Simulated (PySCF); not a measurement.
**Circular dichroism: `C[C@H]1[C@H](F)[C@@H]1[Si@@H](C)Cl`, C$_{5}$H$_{10}$ClFSi**

Molfile (atoms numbered from 1):
```
C5H10ClFSi
     RDKit          3D

 18 18  0  0  0  0  0  0  0  0999 V2000
   -2.6850    0.2507   -0.6311 C   0  0  0  0  0  0  0  0  0  0  0  0
   -1.4671   -0.1479    0.1615 C   0  0  1  0  0  0  0  0  0  0  0  0
   -0.5397   -1.1898   -0.3558 C   0  0  2  0  0  0  0  0  0  0  0  0
    0.0118   -2.0676    0.5386 F   0  0  0  0  0  0  0  0  0  0  0  0
   -0.0815    0.2344   -0.3136 C   0  0  2  0  0  0  0  0  0  0  0  0
    1.2515    0.7436    0.9267 Si  0  0  1  0  0  4  0  0  0  0  0  0
    2.8940   -0.1088    0.5106 C   0  0  0  0  0  0  0  0  0  0  0  0
    1.4667    2.7551    0.7529 Cl  0  0  0  0  0  0  0  0  0  0  0  0
   -3.5200   -0.4105   -0.4057 H   0  0  0  0  0  0  0  0  0  0  0  0
   -2.4825    0.2015   -1.6987 H   0  0  0  0  0  0  0  0  0  0  0  0
   -2.9757    1.2694   -0.3815 H   0  0  0  0  0  0  0  0  0  0  0  0
   -1.6179   -0.1502    1.2341 H   0  0  0  0  0  0  0  0  0  0  0  0
   -0.7245   -1.6963   -1.2951 H   0  0  0  0  0  0  0  0  0  0  0  0
   -0.0494    0.7210   -1.2822 H   0  0  0  0  0  0  0  0  0  0  0  0
    0.8093    0.4583    2.2918 H   0  0  0  0  0  0  0  0  0  0  0  0
    2.7999   -1.1874    0.5898 H   0  0  0  0  0  0  0  0  0  0  0  0
    3.6817    0.2071    1.1886 H   0  0  0  0  0  0  0  0  0  0  0  0
    3.2196    0.1236   -0.5007 H   0  0  0  0  0  0  0  0  0  0  0  0
  1  2  1  0
  2  3  1  0
  3  4  1  0
  3  5  1  0
  5  6  1  0
  6  7  1  0
  6  8  1  0
  5  2  1  0
  1  9  1  0
  1 10  1  0
  1 11  1  0
  2 12  1  1
  3 13  1  6
  5 14  1  6
  6 15  1  1
  7 16  1  0
  7 17  1  0
  7 18  1  0
M  END
```

Method: PySCF, TDDFT CAM-B3LYP/def2-SVPD circular dichroism and optical rotation, one conformer, gas phase. Geometry: GFN2-xTB.

The molecule is flexible and this is one conformer; a measurement averages over conformers.

(1) Assign R or S to each stereocentre.

(2) List the lowest 16 singlet excitations with oscillator and rotatory strengths.

Answers

(1) C2 S, C3 S, C5 R, Si6 R.

(2) Rotatory strengths R in 10⁻⁴⁰ esu² cm², velocity form and length form (origin at the centre of mass); f in length form.
| state | E (eV) | λ (nm) | f | R (velocity) | R (length) | main |
| --- | --- | --- | --- | --- | --- | --- |
| 1 | 7.58 | 163 | 0.010 | -14.6 | -14.6 | HOMO→LUMO+1 0.66, HOMO→LUMO 0.17 |
| 2 | 7.92 | 156 | 0.006 | -6.4 | -4.9 | HOMO→LUMO 0.34, HOMO−1→LUMO+1 0.24 |
| 3 | 7.97 | 156 | 0.041 | +58.9 | +56.4 | HOMO−1→LUMO+1 0.47, HOMO→LUMO 0.23 |
| 4 | 8.06 | 154 | 0.018 | -10.6 | -10.8 | HOMO→LUMO+2 0.67 |
| 5 | 8.14 | 152 | 0.037 | -55.3 | -53.2 | HOMO−1→LUMO 0.47, HOMO−2→LUMO+1 0.17 |
| 6 | 8.34 | 149 | 0.019 | +28.5 | +27.3 | HOMO→LUMO+3 0.63, HOMO→LUMO+2 0.08 |
| 7 | 8.43 | 147 | 0.020 | -26.8 | -25.8 | HOMO−1→LUMO+2 0.53, HOMO−2→LUMO 0.11 |
| 8 | 8.50 | 146 | 0.002 | +8.4 | +9.5 | HOMO−2→LUMO+1 0.23, HOMO→LUMO+3 0.13 |
| 9 | 8.60 | 144 | 0.010 | -20.2 | -19.4 | HOMO−3→LUMO+1 0.28, HOMO−1→LUMO 0.19 |
| 10 | 8.70 | 142 | 0.025 | -3.2 | -1.8 | HOMO−1→LUMO+3 0.46, HOMO−2→LUMO 0.15 |
| 11 | 8.80 | 141 | 0.007 | -9.6 | -9.1 | HOMO→LUMO+4 0.43, HOMO→LUMO+5 0.22 |
| 12 | 8.82 | 141 | 0.003 | +11.3 | +10.1 | HOMO→LUMO+7 0.22, HOMO−3→LUMO+2 0.10 |
| 13 | 8.87 | 140 | 0.087 | -4.3 | -4.1 | HOMO−1→LUMO+3 0.19, HOMO−2→LUMO 0.14 |
| 14 | 8.90 | 139 | 0.032 | -0.7 | -3.8 | HOMO−3→LUMO 0.32, HOMO→LUMO+7 0.17 |
| 15 | 9.04 | 137 | 0.018 | +33.7 | +34.0 | HOMO−2→LUMO+3 0.16, HOMO−2→LUMO 0.14 |
| 16 | 9.13 | 136 | 0.017 | -5.7 | -6.0 | HOMO→LUMO+6 0.26, HOMO−2→LUMO+3 0.13 |

Among the states computed, the strongest CD band (largest |R|) is state 3. The largest dissymmetry factor in size, g = 4R/(D+G), with D and G the electric and magnetic dipole strengths, is +0.048 for state 8 (velocity form, f = 0.002), among bands with |R| over 0.5. The mirror image has the same energies and oscillator strengths and all R with the opposite sign.
